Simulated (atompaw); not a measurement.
# Reading a pseudo-wave (P (Z = 15))

Columns: radius, all-electron u(r) and pseudo u(r) of the 3p shell (level -24.28 eV) of phosphorus in the configuration [Ne] 3s2 3p1; PBE, scalar-relativistic, PAW (atompaw) scheme, atompaw 4.2.0.5.

```
r (bohr)  all-electron  pseudo
   0.056       -0.0684  0.0011
   0.112       -0.1835  0.0045
   0.167       -0.2785  0.0103
   0.223       -0.3382  0.0187
   0.279       -0.3594  0.0301
   0.335       -0.3474  0.0447
   0.390       -0.3104  0.0625
   0.446       -0.2542  0.0843
   0.502       -0.1853  0.1102
   0.558       -0.1088  0.1400
   0.613       -0.0298  0.1732
   0.669        0.0515  0.2107
   0.725        0.1316  0.2515
   0.781        0.2088  0.2952
   0.837        0.2820  0.3410
   0.892        0.3492  0.3874
   0.948        0.4124  0.4350
   1.004        0.4701  0.4821
   1.060        0.5222  0.5276
   1.115        0.5680  0.5700
   1.171        0.6095  0.6099
   1.227        0.6456  0.6456
   1.283        0.6766  0.6766
   1.338        0.7023  0.7023
   1.394        0.7237  0.7237
   1.450        0.7406  0.7406
```

Question: How many radial nodes do the two functions have?

Answer: The all-electron 3p function has n − l − 1 = 1; the pseudo-wave has 0, since the states of the same l below it are removed with the core.

Question: At about which radius was the pseudo-wave matched?

Answer: 1.25 bohr. The columns agree to 0.0005 from 1.17 bohr on; several derivatives are matched, so the curves merge somewhat inside the radius.

Question: Is the pseudo-wave norm-conserving?

Answer: No, it belongs to a PAW set: the norm inside the radius is not constrained, and the difference is carried by the augmentation charge.
